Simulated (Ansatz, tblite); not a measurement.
Cost and result up the ladder for B8H13⁻ (the lowest singlet isomer of a short search) (21 atoms). Total charge -1; singlet. Geometry: r2SCAN-D4/def2-SVPD.

```
atom   x (Å)   y (Å)   z (Å)
  B1   1.274   0.013  -0.245
  B2   0.119   1.330  -0.494
  B3   0.443  -1.624  -0.273
  B4  -1.265  -1.550  -0.951
  B5   0.775  -0.861   1.254
  B6   0.468   0.758   1.086
  B7  -0.063  -0.322  -1.399
  B8  -0.509   2.185   1.015
  H9  -1.536  -2.276  -1.888
 H10   1.284  -1.306   2.250
 H11  -0.108   3.320   0.934
 H12  -0.758  -2.334  -0.057
 H13   0.634   2.201  -1.142
 H14   0.218  -0.199  -2.566
 H15   0.467   1.684   1.976
 H16   2.433   0.151  -0.540
 H17  -2.197  -1.114  -0.295
 H18   1.160  -2.502  -0.704
 H19  -0.904   0.716  -1.046
 H20  -1.549   2.008   1.611
 H21  -0.385  -0.277   1.476
```

Ansatz on 4 threads of Arm Neoverse V2 on a shared host; xTB runs through tblite on one thread. Times are rough, summed over both states, and most runs start from the orbitals of an earlier one. PBE0-D4/def2-TZVPD serves as the yardstick here, not as an exact answer. The other state is a doublet.

The xTB rows come from tblite. The structure comes from a short search, and lower isomers may exist.

Raw xTB energies of ions are shifted by several eV.

```csv
level,functions,vertical IE (eV),difference from PBE0-D4/def2-TZVPD (eV)
PBE-D4/def2-TZVPD,413,3.46,-0.03
PBE0-D4/def2-TZVPD,413,3.49,0.00
GFN2-xTB,45,5.87,2.38
GFN1-xTB,58,7.65,4.16
```

(1) Estimate how long each takes.

Results:

(1) GFN2-xTB 0.015 s; GFN1-xTB 0.018 s; PBE-D4/def2-TZVPD 22 s; PBE0-D4/def2-TZVPD 41 s. On shared hardware such times vary by a factor of up to 3.
